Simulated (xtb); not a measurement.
xtb input (GFN1-xTB):

```bash
xtb mol.xyz --gfn 1 --sp --chrg 1 --uhf 0
```
mol.xyz:
```
5

Si     0.07253598    -0.53002371     0.04682337
O     -0.21538063     1.00680148    -0.08995320
H     -1.13206193    -1.35482793     0.10253438
H      1.44688769    -1.03755037     0.10864936
H      0.39271559     1.75829848    -0.14708533
```

End of the output:

```
         :::::::::::::::::::::::::::::::::::::::::::::::::::::
         ::                     SUMMARY                     ::
         :::::::::::::::::::::::::::::::::::::::::::::::::::::
         :: total energy              -7.752214136926 Eh    ::
         :: gradient norm              0.036784393326 Eh/a0 ::
         :: HOMO-LUMO gap              5.459006622235 eV    ::
         ::.................................................::
         :: SCC energy                -7.811896078379 Eh    ::
         :: -> electrostatic           0.125953349882 Eh    ::
         :: repulsion energy           0.060518243665 Eh    ::
         :: dispersion energy         -0.000836302212 Eh    ::
         :: halogen bond corr.         0.000000000000 Eh    ::
         :: add. restraining           0.000000000000 Eh    ::
         :: total charge               1.000000000000 e     ::
         :::::::::::::::::::::::::::::::::::::::::::::::::::::

           -------------------------------------------------
          |                Property Printout                |
           -------------------------------------------------

    * Orbital Energies and Occupations

         #    Occupation            Energy/Eh            Energy/eV
      -------------------------------------------------------------
         1        2.0000           -1.0328220             -28.1045
         2        2.0000           -0.9012583             -24.5245
         3        2.0000           -0.8409031             -22.8821
         4        2.0000           -0.8143088             -22.1585
         5        2.0000           -0.7852718             -21.3683
         6        2.0000           -0.7030526             -19.1310 (HOMO)
         7                         -0.5024378             -13.6720 (LUMO)
         8                         -0.4959341             -13.4951
         9                         -0.4345255             -11.8240
        10                         -0.3880582             -10.5596
        11                         -0.3392304              -9.2309
        12                         -0.2871926              -7.8149
        13                         -0.2699318              -7.3452
        14                         -0.2503286              -6.8118
        15                         -0.2054473              -5.5905
        16                          0.1362601               3.7078
        17                          0.4933837              13.4257
       ...                                ...                  ...
Note: The following floating-point exceptions are signalling: IEEE_DENORMAL
normal termination of xtb
        19                          1.1197120              30.4689
      -------------------------------------------------------------
                  HL-Gap            0.2006148 Eh            5.4590 eV
             Fermi-level           -0.6027452 Eh          -16.4015 eV

  Mulliken/CM5 charges         n(s)   n(p)   n(d)
     1Si    0.73264  0.55688   1.370  1.220  0.678
     2O    -0.38831 -0.55994   1.636  4.752  0.000
     3H     0.10826  0.19600   0.892  0.000  0.000
     4H     0.08926  0.17514   0.911  0.000  0.000
     5H     0.45815  0.63193   0.542  0.000  0.000

Wiberg/Mayer (AO) data.
largest (>0.10) Wiberg bond orders for each atom

 ---------------------------------------------------------------------------
     #   Z sym  total        # sym  WBO       # sym  WBO       # sym  WBO
 ---------------------------------------------------------------------------
     1  14 Si   3.490 --     2 O    1.679     4 H    0.887     3 H    0.883
     2   8 O    2.462 --     1 Si   1.679     5 H    0.745
     3   1 H    0.983 --     1 Si   0.883
     4   1 H    0.987 --     1 Si   0.887
     5   1 H    0.790 --     2 O    0.745
 ---------------------------------------------------------------------------

Topologies differ in total number of bonds
Writing topology from bond orders to xtbtopo.mol

 dipole moment from electron density (au)
     X       Y       Z
   0.7911  -0.5077   0.0542  total (Debye):    2.393

           -------------------------------------------------
          | TOTAL ENERGY               -7.752214136926 Eh   |
          | GRADIENT NORM               0.036784393326 Eh/α |
          | HOMO-LUMO GAP               5.459006622235 eV   |
           -------------------------------------------------

------------------------------------------------------------------------
------------------------------------------------------------------------
 total:
 SCF:
```

It need not be the lowest isomer of its formula.
